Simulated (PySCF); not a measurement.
Input of an EPR job (settings, then geometry in Å):

```
{"job": {"kind": "epr", "basis": "pcH-1"}, "charge": 0, "multiplicity": 2}
C      3.264093    -0.605760     0.161541
C      2.324244    -1.203038    -0.597346
C      0.949429    -0.895250    -0.609152
C      0.331542     0.100948     0.158545
C      0.859479     0.962026     1.041919
S      1.212372     2.056443     2.091289
C     -1.076894     0.309384     0.048812
C     -2.261708     0.498601    -0.030827
C     -3.686124     0.698502    -0.154561
H      3.010471     0.185210     0.846545
H      4.298513    -0.894288     0.115111
H      2.627943    -1.997525    -1.268057
H      0.298388    -1.460924    -1.258017
H     -4.216394     0.055350     0.547738
H     -4.012041     0.461075    -1.166915
H     -3.930912     1.738190     0.061965
```

Theory: UKS B3LYP, pcH-1 on C H S, non-relativistic, mean-field spin-orbit, GIAO (PySCF 2.14.0). One conformer (not necessarily the lowest) at the GFN2-xTB geometry, without solvent, vibrations or thermal averaging. Couplings are sensitive to structure, and on GFN2-xTB geometries they can be far from those on DFT ones.

Output of the driver script. Atoms in this output count from 0.

```
UKS, coarse grid
  cycle   1  E = -707.04331941  |g| = 3.86e-01
  cycle   2  E = -706.59606119  |g| = 8.39e-01
  cycle   3  E = -707.08666617  |g| = 2.29e-01
  cycle   4  E = -707.12397905  |g| = 5.31e-02
  cycle   5  E = -707.12479312  |g| = 5.95e-02
  cycle   6  E = -707.12673964  |g| = 1.91e-02
  cycle   7  E = -707.12696609  |g| = 1.23e-02
  cycle   8  E = -707.12709090  |g| = 6.71e-03
  cycle   9  E = -707.12713877  |g| = 4.13e-03
  cycle  10  E = -707.12715318  |g| = 1.37e-03
  cycle  11  E = -707.12715467  |g| = 1.10e-03
  cycle  12  E = -707.12715499  |g| = 6.56e-04
UKS, final grid
  cycle   1  E = -707.12717166  |g| = 1.20e-03
  cycle   2  E = -707.12716911  |g| = 2.49e-03
  cycle   3  E = -707.12717253  |g| = 3.12e-04
  cycle   4  E = -707.12717259  |g| = 9.39e-05
  cycle   5  E = -707.12717261  |g| = 8.20e-05
  cycle   6  E = -707.12717262  |g| = 2.44e-05
  cycle   7  E = -707.12717262  |g| = 7.09e-06
E = -707.12717262 Eh   <S^2> = 0.7841 (exact 0.7500)
g shifts (ppm)      1          2          3
  rmc          -160       -160       -160
  gc             38         -1         35
  oz_so      -20510       -212       2252
  total      -20632       -373       2127
hyperfine (MHz)  atom isotope    a_iso     a_fc   dipolar eigenvalues
    0   13C      35.30      35.44    -33.96    -32.13     66.09
    1   13C     -35.80     -35.81    -22.69      9.22     13.47
    2   13C      48.55      48.44    -43.09    -40.97     84.06
    3   13C     -34.63     -34.64    -19.27      7.46     11.81
    4   13C      30.06      31.28    -27.69    -24.60     52.28
    5   33S       0.51       1.47    -18.92    -17.48     36.40
    6   13C       9.16       9.15     -1.94     -0.33      2.27
    7   13C      -4.15      -4.12     -6.59      1.89      4.71
    8   13C       1.74       1.75     -0.16     -0.03      0.19
    9    1H     -26.73     -26.81    -13.31     -1.86     15.16
   10    1H     -27.82     -27.82    -16.60     -0.51     17.11
   11    1H       9.45       9.47     -3.91     -1.39      5.30
   12    1H     -35.48     -35.51    -20.68     -0.34     21.02
   13    1H      -6.49      -6.49     -0.30     -0.07      0.37
   14    1H      -2.65      -2.65     -0.25     -0.18      0.43
   15    1H      -2.47      -2.47     -0.26     -0.18      0.45
```

|g| in the SCF lines is the orbital gradient. In the g block, columns 1 to 3 are the principal axes in rising order; rmc is the relativistic mass correction, gc the gauge correction and oz_so the orbital-Zeeman/spin–orbit term. a_fc is the Fermi-contact part of a_iso, the rest being spin–orbit.

**Question.** Is the state sound, as far as the log shows?

**Answer.** The SCF converged after 19 cycles in all, 12 of them on the coarse grid; no stability test was run. The unrestricted determinant has ⟨S²⟩ = 0.7841 (exact 0.7500), 4.5 % above the value of a pure doublet state.

**Question.** What are the principal g values and g_iso?

**Answer.** Adding the total shifts to 2.002319 gives 1.98169, 2.00195, 2.00445; their mean shift is -6293 ppm, so g_iso = 1.99603.

**Question.** Which couplings shape the isotropic spectrum at natural abundance (0.05 mT or more)? Keep the log's numbering.

**Answer.** atom 12 (1H, I = 1/2): -35.5 MHz = 1.27 mT in magnitude, a 1:1 doublet; atom 10 (1H, I = 1/2): -27.8 MHz = 1.00 mT in magnitude, a 1:1 doublet; atom 9 (1H, I = 1/2): -26.7 MHz = 0.96 mT in magnitude, a 1:1 doublet; atom 11 (1H, I = 1/2): 9.5 MHz = 0.34 mT in magnitude, a 1:1 doublet; atoms 13, 14, 15 (1H, I = 1/2): mean -3.9 MHz = 0.14 mT in magnitude, a 1:3:3:1 quartet. Together 64 lines to first order. Class means assume fast exchange of nuclei equivalent by connectivity; if that motion is slow, each nucleus keeps its own coupling. H10 and H11 aren't averaged: C1 is flat or nearly so (angle sum 360°), and its turn about the short C1–C2 bond (1.35 Å) is taken as slow.

**Question.** How large is the spin–orbit part of a_iso for atom 2 (13C)?

**Answer.** a_iso − a_fc = 48.55 − (48.44) ≈ +0.10 MHz.

The species is `[CH2]/C=C\C(=C=S)C#CC` [radical]. The run used 305 basis functions and 12 iterations of the response equations. C1, the radical centre as drawn in `[CH2]/C=C\C(=C=S)C#CC`, holds a spin population of +0.45 out of 1.

The values belong to the conformer `[CH2:1]/[CH:2]=[CH:3]\[C:4](=[C:5]=[S:6])[C:7]#[C:8][CH3:9]`: C2–C3–C4–C5 0°.
Labels such as C1 count atoms from 1, the log's own numbers from 0.
